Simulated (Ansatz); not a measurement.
`[F][Ge][N]([SiH3])[SiH3]` + H₂ → `[F][GeH]` + `[SiH3]N[SiH3]` at 500 K and 1 bar (hydrogenolysis of a Ge–N bond).

Gas-phase electronic energies from Ansatz, PBE0-D4/def2-TZVP geometries. CCSD(T)/CBS is the MP2 limit (def2-TZVPP, def2-QZVPP) plus CCSD(T) − MP2 in def2-TZVPP, frozen cores. This one scheme is used for every species. For Ge outer-core shells are correlated without core-valence functions, which leaves a few kJ/mol of doubt a bond. Scalar relativity is left out up to krypton. One conformer a species, not always the lowest.

```json
{"species": "`[F][Ge][N]([SiH3])[SiH3]`", "CCSD(T)/CBS energy (Eh)": "-2812.46809", "H − E (kJ/mol)": "209.9", "S (J/(mol·K))": "463.2"}
{"species": "H₂", "CCSD(T)/CBS energy (Eh)": "-1.17544", "H − E (kJ/mol)": "41.0", "S (J/(mol·K))": "145.5"}
{"species": "`[F][GeH]`", "CCSD(T)/CBS energy (Eh)": "-2176.50038", "H − E (kJ/mol)": "39.0", "S (J/(mol·K))": "274.7"}
{"species": "`[SiH3]N[SiH3]`", "CCSD(T)/CBS energy (Eh)": "-637.10515", "H − E (kJ/mol)": "216.0", "S (J/(mol·K))": "394.7"}
```

H − E and S are ideal-gas, rigid-rotor, harmonic terms from PBE0-D4/def2-TZVP, for one conformer and one mirror image of each species. The MP2-based limit puts H₂ 0.8 mEh under its directly extrapolated value; such offsets cancel only in part. 1 Eh = 2625.50 kJ/mol, R = 8.31446 J/(mol·K).

Question: By hand: ΔE, ΔH, ΔS and ΔG.

Answer: ΔE = (-2176.50038) + (-637.10515) − (-2812.46809) − (-1.17544) = 0.03800 Eh = 99.8 kJ/mol. Δ(H − E) = 39.0 + 216.0 − 209.9 − 41.0 = 4.1, so ΔH = 103.9 kJ/mol. ΔS = 274.7 + 394.7 − 463.2 − 145.5 = 60.7 J/(mol·K). ΔG = 103.9 − 500 × (60.7)/1000 = 73.6 kJ/mol.

Question: By hand: the equilibrium constant, and the temperature at which ΔG would vanish if ΔH and ΔS stayed fixed.

Answer: log₁₀ K = −ΔG/(RT ln 10) = -7.7. ΔG = 0 at ΔH/ΔS = 1712 K.

ΔH outweighs TΔS. A doubt of 5 kJ/mol in ΔE shifts log₁₀ K by 0.5 here. Other conformers and mirror images would add mixing entropy, several J/(mol·K) or more a flexible species. Modes under 60 cm⁻¹, often nearly free rotors, make the harmonic entropy too high. These are equilibria of isolated gas molecules and say nothing of rates. Largest T1 diagnostic: 0.014 (customary marks: 0.02 for closed shells, 0.045 for open ones).
